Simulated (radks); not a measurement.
Ionisation of neutral nitrogen, [He] 2s2 2p3, to [He] 2s2 2p2 as the strength of local exchange is varied. Method: non-relativistic Kohn-Sham, Slater X-alpha exchange (alpha = 2/3 is LDA exchange), no correlation, spin-polarised, spherical densities, point nucleus; open shells are filled with parallel spins first; computed with a radial shooting solver on a logarithmic mesh with Libxc functionals.

alpha,E(N) (hartree),exchange (hartree),IE (eV),-e of the level emptied (eV),<r> of it (bohr)
0.605,-53.17178,-5.24951,12.999,6.657 (2p),1.483
0.667,-53.71219,-5.84002,14.012,7.523 (2p),1.445
0.892,-55.71414,-8.06251,17.980,11.018 (2p),1.329
0.903,-55.81364,-8.17435,18.186,11.202 (2p),1.324
1.021,-56.89050,-9.39251,20.457,13.258 (2p),1.273

NIST Atomic Spectra Database: 14.534 eV (measured). The Delta-SCF value meets it near alpha = 0.70. Open shells are spherical and high-spin; term and fine-structure splittings are not resolved.
